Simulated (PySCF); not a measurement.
## Core binding energy against partial charge

Compound: C5H10SSi.
Z-matrix (Å and degrees, PBE0-D3(BJ)/def2-SVP geometry), rows numbered from 1:
```
C 
C   1  1.4893
C   2  1.3444  1  125.23
C   3  1.4484  2  124.21  1  -179.96
C   4  1.3465  3  123.13  2   179.43
S   5  1.7551  4  129.66  3   179.96
Si  6  2.1498  5  103.73  4    -1.89
H   1  1.1035  2  111.28  3   120.50
H   1  1.1000  2  111.73  3    -0.38
H   1  1.1035  2  111.25  3  -121.23
H   2  1.0980  1  116.65  3   179.98
H   3  1.0975  2  119.07  1     0.00
H   4  1.0968  3  116.28  2    -0.48
H   5  1.0957  4  119.51  3    -0.06
H   7  1.4931  6  111.49  5   -60.16
H   7  1.4894  6  103.62  5  -179.11
H   7  1.4933  6  111.72  5    62.01
```

Binding energies: delta-SCF UKS SCAN, pcX-2 on the ionised atom, pcseg-1 elsewhere, spin-free X2C (PySCF). Charges: PBE0/pcSseg-1 ground-state density, for the ionised atom.

```
atom       environment  C 1s (eV)  Mulliken (e)  IAO (e)  Hirshfeld (e)  ESP (e)
  C2  alkene CH carbon     289.67        -0.243   -0.135         -0.038   +0.057
  C4  alkene CH carbon     290.13        -0.131   -0.163         -0.065   -0.173
  C3  alkene CH carbon     290.15        -0.096   -0.150         -0.059   -0.327
  C5  alkene CH carbon     290.47        -0.252   -0.269         -0.068   -0.151
  C1    allylic carbon     290.65        -0.223   -0.414         -0.113   -0.380
```

Problem. Give the correlation coefficient and slope of binding energy on charge for each scheme.

Solution. Mulliken: r = -0.12, slope -0.6 eV per e; ESP: r = -0.78, slope -1.7 eV per e; IAO: r = -0.86, slope -2.7 eV per e; Hirshfeld: r = -0.89, slope -12.2 eV per e. On 5 points no scheme stands out.

Problem. The point-charge model writes a binding energy as kq + V + constant, with V the potential of the other atoms' charges at the site. What does it give with the IAO charges?

Solution. V = Σ 14.40 eV Å × q/r over all other atoms: -0.33 eV at C2, -0.14 eV at C4, -0.06 eV at C3, +1.62 eV at C5, +4.98 eV at C1. Fitting binding energy − V to q gives k = 16.3 eV per e and leaves an rms residual of 0.36 eV, against 0.17 eV for the fit on q alone. The model has no term for differences in relaxation between sites.

Spin contamination (⟨S²⟩ against 0.75 for a pure doublet) is marked for C 1s of C3 (0.86), which makes this value less certain. One conformer (not necessarily the lowest) at the PBE0-D3(BJ)/def2-SVP geometry, without solvent, vibrations or thermal averaging.
